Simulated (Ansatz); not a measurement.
Cost and result for the atomization energy of `[F][Al]1[CH2][SiH]1Cl` (8 atoms, 8 bonds).

```xyz
8

F    -1.712    1.919    1.818
Al   -0.940    0.799    0.898
C     0.799    0.451    0.109
Si   -0.321   -0.994   -0.426
Cl   -0.437   -1.494   -2.422
H     1.843    0.326    0.389
H     0.737    1.230   -0.676
H     0.032   -2.237    0.310
```

The species carries charge 0 and has multiplicity 1. Geometry: relaxed with PBE0-D4/def2-TZVP. Program: Ansatz. All runs use 2 threads of an AMD EPYC 9R45 on a shared host. Times are those of one run each, without the atoms' runs, and a repeat can differ threefold. Electronic energies, without spin–orbit coupling; frozen cores. CCSD(T)/CBS adds CCSD(T) − MP2 in def2-TZVPP to the MP2 limit, and its time is that of the two runs behind it. T1 = 0.013.

CCSD(T)/CBS is a level of theory with its own doubt, some kJ/mol a heavy atom from the limit and from the frozen cores, so smaller differences don't rank the functionals.

```tsv
level	functions	wall time	atomization (kJ/mol)	difference from CCSD(T)/CBS	per bond
LDA (SPW92)/def2-TZVPP	230	0.85 s	3145.2	384.7	48.1
revPBE-D4/def2-TZVPP	230	1.4 s	2724.6	-35.9	-4.5
PBE0-D4/def2-TZVPP	230	1.9 s	2750.5	-10.0	-1.3
CCSD(T)/def2-SVP	97	2 s	2549.7	-210.8	-26.4
CAM-B3LYP-D4/def2-TZVPP	230	2.4 s	2737.4	-23.1	-2.9
r2SCAN-D4/def2-TZVPP (with forces)	230	2.8 s	2779.9	19.4	2.4
B2PLYP/def2-TZVPP	230	3.3 s	2708.4	-52.1	-6.5
ωB97X-V/def2-TZVPP	230	4.7 s	2764.7	4.2	0.5
B97M-V/def2-TZVPP	230	4.8 s	2789.4	28.9	3.6
ωB97M-V/def2-TZVPP (with forces)	230	7 s	2760.1	-0.4	-0.1
MP2/def2-QZVPP	414	12 s	2806.1	45.6	5.7
CCSD(T)/def2-TZVPP	230	43 s	2673.8	-86.7	-10.8
CCSD(T)/CBS(def2)	–	55 s	2760.5	0.0	0.0
```

At CCSD(T), def2-SVP lies −210.9 kJ/mol from the extrapolated value and def2-TZVPP −86.8 kJ/mol: correlation converges slowly with the basis, and small sets miss more of it in the bonded molecule than in its fragments. From PBE to PBE0 (25 % exact exchange), in def2-TZVPP and without D4, the atomization energy moves by −45.5 kJ/mol: exact exchange takes away binding that semilocal exchange gives to molecules. The D4 term adds +31.8 kJ/mol with B3LYP and +16.6 kJ/mol with PBE0; it sums over pairs of atoms, weighted by their polarisabilities, and B3LYP, whose exchange is more repulsive, gets the larger term.

B3LYP here is the variant with VWN-RPA as its local correlation; programs differ in this.
